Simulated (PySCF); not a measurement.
Atom-mapped SMILES (the numbers label the heavy atoms): `[CH3:1][O:2][C:3](=[O:4])[c:5]1[cH:6][cH:7][cH:8][cH:9][cH:10]1`; H(Xn) means a hydrogen on atom n.

GIAO PBE0/pcSseg-1 shifts (PySCF 2.14.0 with density-fitted response routines, gas phase, non-relativistic, equivalent atoms averaged), each against references optimised in the same way as the molecule (TMS, H2O).

On the GFN2-xTB geometry: C3 173.2, C8 138.9, C6/C10 136.8, C5 134.8, C7/C9 133.5, C1 54.0, O4 416.8, O2 178.3, H(C6)/H(C10) 8.54, H(C8) 7.81, H(C7)/H(C9) 7.75, H(C1) 4.13 ppm.

What changes on the PBE0-D3(BJ)/def2-SVP geometry?

## Answers


| atoms | δ (ppm) | change |
| --- | --- | --- |
| C3 | 170.0 | -3.2 |
| C8 | 138.7 | -0.2 |
| C6/C10 | 136.4 | -0.4 |
| C5 | 133.8 | -1.0 |
| C7/C9 | 133.4 | -0.1 |
| C1 | 52.2 | -1.8 |
| O4 | 412.5 | -4.3 |
| O2 | 175.8 | -2.5 |
| H(C6)/H(C10) | 8.34 | -0.20 |
| H(C8) | 7.62 | -0.19 |
| H(C7)/H(C9) | 7.55 | -0.20 |
| H(C1) | 3.86 | -0.27 |

Bonds between heavy atoms that differ most (equivalent bonds averaged): C6–C7 1.382 → 1.392 Å, C7–C8 1.386 → 1.396 Å, C5–C6 1.393 → 1.399 Å, C3–C5 1.482 → 1.487 Å, O2–C3 1.343 → 1.339 Å. Mean change of bonds to hydrogen: C–H +0.011 Å.
